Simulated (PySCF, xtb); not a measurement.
Pb(F)(SiH3) (FH₃PbSi), SMILES [F][Pb][SiH3] (connectivity only; charge and spin as stated), neutral, multiplicity 1.

GFN2-xTB in xtb at its own geometry gives an orbital gap of 1.54 eV and a dipole moment of 6.03 D.

Geometry optimised at PBE-D3(BJ)/def2-SVP. The def2 effective core potentials stand for the cores of Pb; spin–orbit coupling is left out.

Question: What does PySCF with r2SCAN/def2-TZVPD give? (An estimate is asked for; the answer gives what the named calculation found.)

Answer: gap 2.10 eV (levels -5.78 and -3.68 eV), dipole 3.86 D.
